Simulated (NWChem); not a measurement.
The numbers come from NWChem runs, not from measurements. System: H4AlClO, charge 0, spin multiplicity 1, at a geometry optimised with PBE/def2-SVP. The structure started from a generated list of species. Level: RHF/3-21G.

Input file:

```
start mol
memory heap 200 mb stack 900 mb global 1100 mb
geometry units angstroms nocenter noautoz noautosym
  Al     0.956407    -0.291384     0.066827
  H      1.433236    -1.289750     1.213582
  H      1.945700     0.359366    -1.013601
  Cl    -1.097848    -0.589404    -0.626672
  O      0.344851     1.395059     1.023758
  H     -0.610014     1.362647     0.767820
  H      0.702393     2.215131     0.626804
end
basis spherical
  * library 3-21g
end
scf
  rhf
  nopen 0
  maxiter 100
  thresh 1e-7
  semidirect memsize 60000000 filesize 0
end
task scf energy
```

Part of the output:

```
             Northwest Computational Chemistry Package (NWChem) 7.3.0
             --------------------------------------------------------

                                NWChem Input Module
                                -------------------

 Scaling coordinates for geometry "geometry" by  1.889725989
 (inverse scale =  0.529177249)

                             Geometry "geometry" -> ""
                             -------------------------

 Output coordinates in angstroms (scale by  1.889725989 to convert to a.u.)

  No.       Tag          Charge          X              Y              Z
 ---- ---------------- ---------- -------------- -------------- --------------
    1 Al                  13.0000     0.95640700    -0.29138400     0.06682700
    2 H                    1.0000     1.43323600    -1.28975000     1.21358200
    3 H                    1.0000     1.94570000     0.35936600    -1.01360100
    4 Cl                  17.0000    -1.09784800    -0.58940400    -0.62667200
    5 O                    8.0000     0.34485100     1.39505900     1.02375800
    6 H                    1.0000    -0.61001400     1.36264700     0.76782000
    7 H                    1.0000     0.70239300     2.21513100     0.62680400

 Effective nuclear repulsion energy (a.u.)     143.5725508512

            Nuclear Dipole moment (a.u.)
            ----------------------------
        X                 Y               Z
 ---------------- ---------------- ----------------
    -0.0000037795     0.0000113384    -0.0000075589


 Summary of "ao basis" -> "" (spherical)
 ------------------------------------------------------------------------------
       Tag                 Description            Shells   Functions and Types
 ---------------- ------------------------------  ------  ---------------------
 *                           3-21g                    on all atoms

 Summary of "ao basis" -> "ao basis" (spherical)
 ------------------------------------------------------------------------------
       Tag                 Description            Shells   Functions and Types
 ---------------- ------------------------------  ------  ---------------------
 Al                          3-21g                   7       13   4s3p
 H                           3-21g                   2        2   2s
 Cl                          3-21g                   7       13   4s3p
 O                           3-21g                   5        9   3s2p

                                 NWChem SCF Module
                                 -----------------

  ao basis        = "ao basis"
  functions       =    43
  atoms           =     7
  closed shells   =    21
  open shells     =     0
  charge          =   0.00
  wavefunction    = RHF
  use symmetry    = F
  symmetry adapt  = F

 Summary of "ao basis" -> "ao basis" (spherical)
 ------------------------------------------------------------------------------
       Tag                 Description            Shells   Functions and Types
 ---------------- ------------------------------  ------  ---------------------
 Al                          3-21g                   7       13   4s3p
 H                           3-21g                   2        2   2s
 Cl                          3-21g                   7       13   4s3p
 O                           3-21g                   5        9   3s2p

 Forming initial guess at       0.0s

      Superposition of Atomic Density Guess
      -------------------------------------

 Sum of atomic energies:        -774.19332915
[...]
              iter       energy          gnorm     gmax       time
             ----- ------------------- --------- --------- --------
                 1     -774.7054476444  6.67D-01  2.89D-01      0.2
                 2     -774.7396231356  2.36D-01  9.66D-02      0.2
                 3     -774.7429772470  1.36D-02  4.60D-03      0.2
                 4     -774.7429983239  3.86D-05  1.06D-05      0.3
                 5     -774.7429983241  7.69D-09  1.98D-09      0.3

       Final RHF  results
       ------------------

         Total SCF energy =   -774.742998324127
      One-electron energy =  -1359.676038958055
      Two-electron energy =    441.360489782761
 Nuclear repulsion energy =    143.572550851166

        Time for solution =      0.1s

             Final eigenvalues
             -----------------

              1
    1 -104.0657
    2  -58.0942
    3  -20.5844
    4  -10.4591
    5   -7.9222
    6   -7.9197
    7   -7.9192
    8   -4.8973
    9   -3.2022
   10   -3.2006
   11   -3.2002
   12   -1.4644
   13   -1.0588
   14   -0.8143
   15   -0.7132
   16   -0.6467
   17   -0.5394
   18   -0.4643
   19   -0.4582
   20   -0.4453
   21   -0.4081
   22    0.1041
   23    0.1329
   24    0.1829
   25    0.2288
   26    0.2763
   27    0.2816
   28    0.3234
   29    0.3873
   30    0.4120
   31    0.4175

                       ROHF Final Molecular Orbital Analysis
                       -------------------------------------

 Vector   19  Occ=2.000000D+00  E=-4.581907D-01
              MO Center= -2.3D-01, -6.7D-01, -2.1D-01, r^2= 3.5D+00
   Bfn.  Coefficient  Atom+Function         Bfn.  Coefficient  Atom+Function
  ----- ------------  ---------------      ----- ------------  ---------------
    24      0.363103  4 Cl px                28      0.326083  4 Cl px
    25      0.294008  4 Cl py                29      0.259974  4 Cl py
    15     -0.220325  2 H  s                  7     -0.185926  1 Al px
    20     -0.170921  4 Cl px

 Vector   20  Occ=2.000000D+00  E=-4.453115D-01
              MO Center= -8.5D-01, -5.2D-01, -5.2D-01, r^2= 2.1D+00
   Bfn.  Coefficient  Atom+Function         Bfn.  Coefficient  Atom+Function
  ----- ------------  ---------------      ----- ------------  ---------------
    25      0.416252  4 Cl py                29      0.385497  4 Cl py
    24     -0.262759  4 Cl px                26      0.258957  4 Cl pz
    30      0.240486  4 Cl pz                28     -0.234449  4 Cl px
    21     -0.194389  4 Cl py

 Vector   21  Occ=2.000000D+00  E=-4.080801D-01
              MO Center=  5.9D-01, -5.2D-01, -1.1D-01, r^2= 4.0D+00
   Bfn.  Coefficient  Atom+Function         Bfn.  Coefficient  Atom+Function
  ----- ------------  ---------------      ----- ------------  ---------------
    15      0.348052  2 H  s                 17     -0.336087  3 H  s
    26     -0.297451  4 Cl pz                30     -0.285658  4 Cl pz
    25      0.205015  4 Cl py                29      0.201593  4 Cl py
     9      0.172558  1 Al pz                14      0.172769  2 H  s
    16     -0.159272  3 H  s

 Vector   22  Occ=0.000000D+00  E= 1.041079D-01
              MO Center=  1.1D+00, -2.5D-01,  3.3D-02, r^2= 5.6D+00
   Bfn.  Coefficient  Atom+Function         Bfn.  Coefficient  Atom+Function
  ----- ------------  ---------------      ----- ------------  ---------------
    12      0.891980  1 Al py                36     -0.539995  5 O  s
    13      0.535590  1 Al pz                27      0.229999  4 Cl s
    28      0.192074  4 Cl px                29     -0.187835  4 Cl py

 Vector   23  Occ=0.000000D+00  E= 1.329343D-01
              MO Center=  9.5D-01, -6.1D-02,  7.0D-02, r^2= 6.3D+00
   Bfn.  Coefficient  Atom+Function         Bfn.  Coefficient  Atom+Function
  ----- ------------  ---------------      ----- ------------  ---------------
    11      1.334365  1 Al px                27      0.889872  4 Cl s
    10     -0.600575  1 Al s                 28      0.379856  4 Cl px
    36      0.363210  5 O  s                 13      0.300793  1 Al pz
    43     -0.251175  7 H  s                 15     -0.189188  2 H  s
    12     -0.160316  1 Al py

 Vector   24  Occ=0.000000D+00  E= 1.828664D-01
              MO Center=  1.3D+00,  2.8D-01,  6.4D-02, r^2= 6.0D+00
   Bfn.  Coefficient  Atom+Function         Bfn.  Coefficient  Atom+Function
  ----- ------------  ---------------      ----- ------------  ---------------
    10      1.141870  1 Al s                 17     -0.791151  3 H  s
    11      0.677754  1 Al px                36     -0.643073  5 O  s
    15     -0.568926  2 H  s                 41      0.546401  6 H  s
    43      0.526069  7 H  s                 13     -0.285696  1 Al pz
     6     -0.225713  1 Al s                 38     -0.214402  5 O  py

 center of mass
 --------------
 x =  -0.08231436 y =  -0.08047035 z =  -0.04907553

 moments of inertia (a.u.)
 ------------------
         314.662462632547         -79.360389363479        -110.967013082270
         -79.360389363479         390.687587589551        -127.320330143036
        -110.967013082270        -127.320330143036         462.004150850431

  Mulliken analysis of the total density
  --------------------------------------

    Atom       Charge   Shell Charges
 -----------   ------   -------------------------------------------------------
    1 Al  13    11.97   2.00  1.98  5.88  0.61  1.07  0.25  0.18
    2 H    1     1.27   0.40  0.87
    3 H    1     1.29   0.40  0.89
    4 Cl  17    17.64   2.00  1.96  5.91  1.09  3.02  0.97  2.70
    5 O    8     8.75   1.99  0.41  2.11  1.48  2.76
    6 H    1     0.54   0.38  0.16
    7 H    1     0.54   0.40  0.15

       Multipole analysis of the density wrt the origin
       ------------------------------------------------

     L   x y z        total         open         nuclear
     -   - - -        -----         ----         -------
     0   0 0 0     -0.000000      0.000000     42.000000

     1   1 0 0      0.486268      0.000000     -0.000004
     1   0 1 0      1.831539      0.000000      0.000011
     1   0 0 1      0.495962      0.000000     -0.000008

     2   2 0 0    -28.721428      0.000000    142.977006
     2   1 1 0     -1.069790      0.000000     38.572819
     2   1 0 1     -1.765738      0.000000     53.887858
     2   0 2 0    -19.721233      0.000000    111.185939
     2   0 1 1      1.808174      0.000000     64.125254
     2   0 0 2    -28.963987      0.000000     66.427157

 Task  times  cpu:        0.3s     wall:        0.3s

 Total times  cpu:        0.3s     wall:        0.3s
```
